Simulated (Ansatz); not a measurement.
One elementary step

Start structure (Si$_{4}$NH$_{13}$O, singlet), relaxed at PBE0-D4/def2-TZVP:

| atom | x (Å) | y (Å) | z (Å) |
| --- | --- | --- | --- |
| Si1 | -0.7349 | -0.6612 | -0.3120 |
| Si2 | 1.2236 | -1.8422 | 0.2301 |
| Si3 | -0.3622 | 0.7939 | -2.1072 |
| Si4 | -1.4756 | 0.5179 | 1.5815 |
| O5 | -1.9223 | -1.7050 | -0.8611 |
| H6 | 1.6980 | 1.1186 | 1.4029 |
| N7 | 1.3638 | 1.2929 | 0.4623 |
| H8 | 0.9951 | -3.3151 | 0.1541 |
| H9 | 2.3421 | -1.5140 | -0.6993 |
| H10 | 1.6900 | -1.5398 | 1.6138 |
| H11 | 1.0541 | 0.7243 | -2.5668 |
| H12 | -0.6352 | 2.2063 | -1.7168 |
| H13 | -1.2369 | 0.4607 | -3.2648 |
| H14 | -0.5212 | 0.3967 | 2.7208 |
| H15 | -2.7923 | -0.0035 | 2.0520 |
| H16 | -1.6458 | 1.9711 | 1.2952 |
| H17 | -2.2161 | -2.3897 | -0.2583 |
| H18 | 2.1623 | 1.2446 | -0.1599 |
| H19 | 1.0137 | 2.2435 | 0.4333 |

The step: Si₄H₁₀O ([OH][Si]([SiH3])([SiH3])[SiH3]) + NH₃ → Si₃NH₉O ([NH2][Si]([OH])([SiH3])[SiH3]) + SiH₄; bonds formed: Si1–N7, Si2–H6; bonds broken: Si1–Si2, H6–N7. Ansatz 0.2.0; basis: def2-TZVPP and def2-QZVPP; cores frozen in the correlated methods. Extrapolation: Hartree–Fock as exp(−7.88 √X), correlation as X^−2.97. Energies below are by CCSD(T) at an estimated basis limit (MP2 extrapolated from triple and quadruple zeta, plus CCSD(T) − MP2 in triple zeta).

Problem. What are the electronic barrier and the energy of the step, from the start structure to the end structure? (To be estimated.)

Solution. The calculation gives: Barrier 1.599 eV; step energy -0.404 eV (downhill); reverse barrier, their difference, 2.003 eV. Barrier and step energy count from the start structure, the reverse barrier from the end structure.

The saddle point: One imaginary mode of 164i cm⁻¹.
```csv
pair,start (Å),saddle (Å),end (Å)
Si1–N7,2.97,1.91,1.71
Si2–H6,3.22,2.45,1.48
Si1–Si2,2.35,3.07,4.33
H6–N7,1.01,1.05,3.24
```

Zero-point energy (harmonic, PBE0-D4): ZPE is 3.454 eV at the start and 3.445 eV at the saddle, so the barrier goes from 1.599 to 1.590 eV.

First-order rate constant out of the start structure at 298 K by transition-state theory, with harmonic vibrational free energies alone and no tunnelling: ΔA‡ = 1.648 eV, so k = (kB T/h) exp(−ΔA‡/kB T) ≈ 10^-15 s⁻¹ (an order of magnitude at best: rotation, the number of equivalent paths and anharmonicity are left out).

No T1 diagnostic of these runs exceeds 0.015.

Labels in which every atom is bracketed show which atoms are joined, not bond orders.

For scale, one of the runs: CCSD(T)/def2-TZVPP, 412 basis functions, launched by `ansatz run in.yaml --threads 4 --pin off --events-out ev --progress --plain --max-ram 41984MiB --backend cuda --devices 0, --max-vram 37GiB`. Hardware: 4 CPU threads of an AMD EPYC 7R13 and a share of one NVIDIA H100, shared host. Wall time 19 s; peak host memory 0.91 GiB.
